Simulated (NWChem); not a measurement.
Species: SiBr2, singlet; SMILES Br[Si]Br

Program: NWChem. Low-valent species are run as closed-shell singlets; no triplet was tried in these runs. All runs use the structure optimised with PBE0/def2-SVP. Level: PBE0/def2-SVP with SMD (1 M gas to 1 M solution), gas-phase geometry. Reactions with the solvent are ignored.

Q: What does the run give for solvent n-hexane? Quantities: solvation free energy (kcal/mol); cavity-dispersion-structure term (kcal/mol); dipole in solution (D).

A: 
| Property | Result |
|---|---|
| solvation free energy (kcal/mol) | -4.5 |
| cavity-dispersion-structure term (kcal/mol) | -4.1 |
| dipole in solution (D) | 0.99 |
